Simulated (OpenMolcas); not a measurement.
## Ru⁵⁺: from CASSCF to CASPT2

```yaml
Program: OpenMolcas
Basis: ANO-RCC-VTZP [7s6p4d2f1g]
Scalar_Hamiltonian: DKH2, point nucleus
Active_space: 3 electrons in 5 orbitals (4d)
State_averaging: 2S+1 = 4 even, 10 roots; 2S+1 = 2 even, 40 roots kept (CI in the orbitals of an earlier block)
Spin-orbit_coupling: RASSI with atomic mean-field integrals over the reference wave functions, term energies averaged over their components
```

Methods on the same reference wave functions:
A. CASSCF
B. SS-CASPT2, IPEA 0.25 Eh, imaginary shift 0.1 Eh (closed shells correlated: 4s 4p)
C. MS-CASPT2, IPEA 0.25 Eh, imaginary shift 0.1 Eh (closed shells correlated: 4s 4p)

Energies in cm⁻¹ above 4d³ ⁴F_3/2.

```
            Level      A      B      C
       4d³ ⁴F_3/2    0.0    0.0    0.0
       4d³ ⁴F_5/2   1388   1429   1430
       4d³ ⁴F_7/2   3106   3150   3160
       4d³ ⁴F_9/2   5015   5020   5020
       4d³ ⁴P_3/2  16494  13730  13600
       4d³ ⁴P_1/2  16525  13810  13740
       4d³ ²G_7/2  18371  15990  15990
       4d³ ⁴P_5/2  18685  15950  15950
4d³ ²G_9/2 [73 %]  19377  17000  17060
       4d³ ²P_1/2  23928  21100  20250
       4d³ ²H_9/2  24824  22290  22480
      4d³ ²H_11/2  25136  22550  22800
    4d³ ²D_5/2(1)  27510  23590  23600
       4d³ ²F_7/2  39128  33420  33420
       4d³ ²F_5/2  39657  33910  33910
    4d³ ²D_5/2(2)  60610  52570  52570
    4d³ ²D_3/2(2)  61221  53140  53140
```

Between B and C the level of the table that moves most is 4d³ ²P_1/2, by 850 cm-1 (lowest in C, highest in B). Moves below CASPT2's spread within the term are not significant.

From A to B the spin-free energies of the other terms of 4d³ shown, above ⁴F, scale by factors of 0.81 to 0.87, as is usual when dynamic correlation screens the repulsion within a d or f shell.

The lowest spin-free term lies below A's lowest term by 0.299 hartree in B, 0.299 hartree in C.

Term energies are means over components that CASPT2 splits; among the terms shown or strongly mixed into the levels shown the widest spread is 1000 cm-1 (4d³ ⁴F, C). Terms from blocks run as CI alone lack orbitals of their own. Without dynamic correlation excited terms often stand tens of per cent too high (terms of higher spin than the ground term too low), and those without a measured partner can miss by more than the paired ones (holds for A). The CASPT2 spread within a term exceeds the gap to the next term for 4d³ ²P and 4d³ ²H, so the order of their levels is uncertain (holds for B). Levels of configurations outside the active space are missing. The table leaves out levels that lie high or whose names do not pair safely across all columns.

A share in square brackets marks a mixed level and gives the weight of the term that names it, the lowest over the columns. A number in round brackets counts repeated terms of one configuration in the order of the reference energies.
